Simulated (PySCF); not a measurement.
**Simulated characterisation data**

[PySCF 2.14: GFN2-xTB structure; PBE0/pcSseg-1 with gauge-including orbitals; rapidly exchanging positions averaged; no relativistic terms; in vacuum; one conformer]

References, each an isolated molecule treated in the same way: ¹H (σref 31.72) and ¹³C (σref 186.93) vs TMS. Splittings of carbon signals by F and P are missing where no couplings were computed. Where no couplings were computed, multiplicities follow the n + 1 count of equivalent neighbours, and m marks all less simple cases (inequivalent or close neighbours, rings, F or P nearby). Shifts are as computed. Against solution values, carbons near 30 ppm lie about +3 ppm off and those near 130 ppm about +5 ppm. Of 1211 compounds with measured shifts, 218 miss one by over three times the rms of a fit or turn the order of signals round; such compounds aren't used in these exercises. OH and NH positions are gas-phase values without hydrogen bonding to other molecules.

**1.** `C1=CP1C1CCCCC1`, C$_{8}$H$_{13}$P. ¹H NMR (500 MHz, computed): δ 8.54 (m, 2H), 1.80 (m, 2H), 1.73 (m, 2H), 1.68 (m, 1H), 1.11 (m, 1H), 1.05 (m, 2H), 0.99 (m, 2H), 0.04 (m, 1H). ¹³C{¹H} NMR (computed): δ 136.1, 55.9, 31.9, 31.1, 30.2.

**2.** SMILES CCCP1C=CCC=C1, C$_{8}$H$_{13}$P. ¹H NMR (500 MHz, computed): δ 6.47 (m, 2H), 6.46 (m, 2H), 2.84 (m, 2H), 1.76 (m, 2H), 1.71 (m, 2H), 1.36 (t, 3H). ¹³C{¹H} NMR (computed): δ 138.2 (CH), 135.1 (CH), 36.7 (CH2), 33.5 (CH2), 22.2 (CH2), 16.3 (CH3).

**3.** SMILES CNP1CCC(C)CC1, C$_{7}$H$_{16}$NP. ¹H NMR (500 MHz, computed): δ 2.60 (m, 3H), 2.17 (m, 2H), 1.85 (m, 2H), 1.41 (m, 2H), 1.24 (m, 1H), 1.15 (m, 2H), 0.96 (d, 3H), -0.37 (br s, 1H). ¹³C{¹H} NMR (computed): δ 38.3 (CH), 36.6 (CH2), 34.1 (CH2), 34.0 (CH3), 25.6 (CH3).
